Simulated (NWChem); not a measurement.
Molecule: BNH, doublet; SMILES [B]=N

```xyz
3

B      0.0000     0.0000     0.8349
N      0.0000     0.0000    -0.3986
H      0.0000     0.0000    -1.3912
```
Atoms are numbered in this order, from 1.

Level: PBE0-D3(BJ)/def2-TZVP, spin-unrestricted (NWChem), optimised geometry, unscaled harmonic frequencies. 

| frequency (cm⁻¹) | IR intensity (km/mol) |
|---|---|
| 455 | 120.1 |
| 455 | 120.1 |
| 1920 | 48.6 |
| 3880 | 200.9 |

The zero-point energy comes out as 9.6 kcal/mol and the thermal correction to the enthalpy at 298.15 K (with zero-point energy) is 12.0 kcal/mol. The heat capacity Cv comes out as 7.7 cal/(mol K) and the dipole moment is 0.34 D.

Rigid rotor and harmonic oscillator.
